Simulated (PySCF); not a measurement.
Structure problem from calculated spectra and properties.

Elements present: C, F and H. Monoisotopic mass: 182.0719 u.

| Quantity | Value |
| --- | --- |
| Couplings | largest of the computed one-bond spin–spin couplings (means over like bonds): 19F–13C -341.4 (×3), 19F–13C -240.7, 13C–1H +163.9, 13C–1H +151.0, 13C–1H +150.6, 13C–1H +143.3, 13C–1H +143.0, 13C–1H +141.8 Hz [B3LYP/pcJ-1, spin–dipole term left out for some pairs] |
| Rotational structure | rotational constants A, B, C: 1.909, 0.631, 0.611 GHz [PBE0-D3(BJ)/def2-SVP] |
| Polarisability | 87.8 au [wB97X-D/def2-SVPD] |
| UV, first state | lowest singlet excitation: 9.00 eV (138 nm, f = 0.000) [TDDFT wB97X-D/def2-SVPD] |
| 13C NMR | chemical shifts (computed TMS as zero) by class: 133.3 (1 C), 94.9 (1 C), 45.2 (1 C), 45.0 (1 C), 38.5 (1 C), 38.2 (1 C), 36.7 (1 C), 26.4 (1 C) ppm [GIAO PBE0/pcSseg-1] |
| 1H NMR | chemical shifts (computed TMS as zero) by class: 4.39 (1 H), 2.37 (1 H), 2.24 (1 H), 2.21 (1 H), 2.03 (1 H), 1.67 (1 H), 1.65 (1 H), 1.51 (1 H), 1.12 (1 H), 0.96 (1 H) ppm [GIAO PBE0/pcSseg-1] |

Electronic properties: PySCF, gas phase, density fitting. Levels stand in brackets. Isolated species at its PBE0-D3(BJ)/def2-SVP geometry, gas phase. NMR classes are plain means over equivalent atoms (diastereotopic ones count apart unless rotation or inversion swaps them), as if these changed places fast.

Question: Which formula fits the mass and the elements?

Answer: C8H10F4 (calculated 182.0719). No other formula that holds each of these elements comes within 0.0003 u with a fitting electron parity and a possible valence count.

Question: Propose a structure and show how it fits.

Answer: Numbering: `[F:1][C@@H:2]1[CH2:3][C@@H:4]2[CH2:5][C@H:6]1[CH2:7][C@@H:8]2[C:9]([F:10])([F:11])[F:12]`. Its formula, C8H10F4, gives 2 degrees of unsaturation: 2 rings and 0 π bonds in the structure found. 8 carbons fall into 8 classes; from least to most shielded: CF3 carbon [C9] (133.3 ppm), sp3 C–F carbon [C2] (94.9 ppm), sp3 carbon at a ring junction [C6] (45.2 ppm), sp3 CH carbon [C8] (45.0 ppm), sp3 carbon at a ring junction [C4] (38.5 ppm), ring CH2 carbon [C5] (38.2 ppm), ring CH2 carbon [C3] (36.7 ppm), ring CH2 carbon [C7] (26.4 ppm). Hydrogen classes from least to most shielded: 1 H on an sp3 C–F carbon, C2 (4.39 ppm), 1 H on a ring CH2 carbon, C3 (2.37 ppm), 1 H on an sp3 carbon at a ring junction, C4 (2.24 ppm), 1 H on an sp3 carbon at a ring junction, C6 (2.21 ppm), 1 H on an sp3 CH carbon, C8 (2.03 ppm), 1 H on a ring CH2 carbon, C7 (1.67 ppm), 1 H on a ring CH2 carbon, C5 (1.65 ppm), 1 H on a ring CH2 carbon, C3 (1.51 ppm), 1 H on a ring CH2 carbon, C5 (1.12 ppm), 1 H on a ring CH2 carbon, C7 (0.96 ppm). The couplings run between: -341.4 Hz, fluorine of a CF3 group [F10] and CF3 carbon [C9] (with 2 like pairs); -240.7 Hz, alkyl fluorine [F1] and sp3 C–F carbon [C2]; +163.9 Hz, sp3 C–F carbon [C2] and its hydrogen; +151.0 Hz, sp3 carbon at a ring junction [C4] and its hydrogen; +150.6 Hz, sp3 carbon at a ring junction [C6] and its hydrogen; +143.3 Hz, ring CH2 carbon [C5] and its hydrogen; +143.0 Hz, ring CH2 carbon [C3] and its hydrogen; +141.8 Hz, ring CH2 carbon [C7] and its hydrogen. The optimised geometry has point group C1 and is an asymmetric top. Structure: `C1[C@@H](F)[C@H]2C[C@@H]1[C@H](C2)C(F)(F)F`. The assignments are read from this structure; whether some other isomer fits the data as well wasn't checked. The mirror image fits equally.
